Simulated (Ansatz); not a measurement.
Cd2O2 (the lowest singlet isomer of a short search) was relaxed with PBE-D4 (def2-TZVP) in Ansatz in these states: neutral quintet, neutral triplet. The geometries follow in no particular order.

In the def2 sets Cd takes a core potential; there is no spin–orbit coupling.

A:

| atom | x (Å) | y (Å) | z (Å) |
| --- | --- | --- | --- |
| Cd1 | -1.851 | -0.986 | -0.250 |
| Cd2 | 0.267 | -0.353 | 2.065 |
| O3 | 0.381 | 0.546 | -1.357 |
| O4 | 1.203 | 0.792 | -0.458 |

B:

```xyz
4

Cd    1.9124    0.3517   -0.9863
Cd   -0.7146    1.2357    1.6480
O    -0.1605   -0.9412   -0.7706
O    -1.0373   -0.6461    0.1088
```

Judge from the bond lengths which geometry belongs to which state (an estimate).

A is the neutral triplet (Cd1–Cd2 3.201 Å, Cd2–O4 2.925 Å, Cd1–O3 2.925 Å); B is the neutral quintet (Cd1–Cd2 3.824 Å, Cd2–O4 2.452 Å, Cd1–O3 2.453 Å).

At PBE0-D4/def2-TZVP a triplet lies 3.65 eV below the neutral quintet. These are the stationary points nearest to one start from a short search; other shapes may lie lower in each state. The neutral triplet has come apart into loosely held pieces.
